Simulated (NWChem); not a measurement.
Molecule: GaH3; SMILES [GaH3]

Results from NWChem. Coordinates come from a PBE-D3(BJ)/def2-SVP optimisation. Level SCAN/def2-SVP: energy and gradient on several grids; changes count from the extra-fine grid, which is no exact limit either.

| grid | size of the energy change (μHa) | largest change of a gradient component (μHa/bohr) |
|---|---|---|
| xcoarse | 2000 | 10000 |
| coarse | 3000 | 700 |
| medium | 1000 | 200 |
| fine | 1000 | 100 |
| xfine | < 10 | < 30 |
